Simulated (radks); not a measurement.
The strontium ion Sr4+, 34 electrons, occupied as [Ar] 3d9 4s2 4p4 4d1 (not the ground configuration). Calculated with a radial shooting solver on a logarithmic mesh with Libxc functionals: Dirac Kohn-Sham, PBE, spin-unpolarised, spherical densities, finite nucleus; open shells fill j = l - 1/2 first; Fermi nuclear charge, rms radius 4.224 fm.

Normalised radial functions P(r) = r R(r) (large component), r in bohr:

| r | 3d3/2 | 4p3/2 | 4d5/2 |
|---|---|---|---|
| 0.002562 | 0.0000 | 0.0016 | 0.0000 |
| 0.003821 | 0.0001 | 0.0035 | 0.0000 |
| 0.005747 | 0.0002 | 0.0075 | 0.0001 |
| 0.008573 | 0.0007 | 0.0157 | 0.0002 |
| 0.01279 | 0.0022 | 0.0319 | 0.0006 |
| 0.01908 | 0.0065 | 0.0625 | 0.0020 |
| 0.02846 | 0.0188 | 0.1152 | 0.0058 |
| 0.04246 | 0.0518 | 0.1937 | 0.0164 |
| 0.06335 | 0.1335 | 0.2813 | 0.0426 |
| 0.0945 | 0.3113 | 0.3163 | 0.0998 |
| 0.141 | 0.6321 | 0.1925 | 0.2014 |
| 0.2103 | 1.0645 | -0.1380 | 0.3297 |
| 0.3138 | 1.4058 | -0.4688 | 0.3949 |
| 0.4681 | 1.3617 | -0.3705 | 0.2546 |
| 0.6983 | 0.8960 | 0.2725 | -0.1416 |
| 1.042 | 0.3609 | 0.8912 | -0.6152 |
| 1.554 | 0.0747 | 0.8547 | -0.8186 |
| 2.318 | 0.0059 | 0.3670 | -0.5824 |
| 3.459 | 0.0001 | 0.0624 | -0.2086 |
| 5.16 | 0.0000 | 0.0028 | -0.0277 |

3d3/2: eigenvalue -195.84 eV, 0 radial nodes, <r> = 0.483 bohr, 90 % of the charge inside 0.777 bohr. 4p3/2: eigenvalue -68.853 eV, 2 radial nodes at r = 0.182, 0.604 bohr, <r> = 1.40 bohr, 90 % of the charge inside 2.04 bohr. 4d5/2 (empty): eigenvalue -39.983 eV, 1 radial node at r = 0.618 bohr, <r> = 1.78 bohr, 90 % of the charge inside 2.68 bohr.
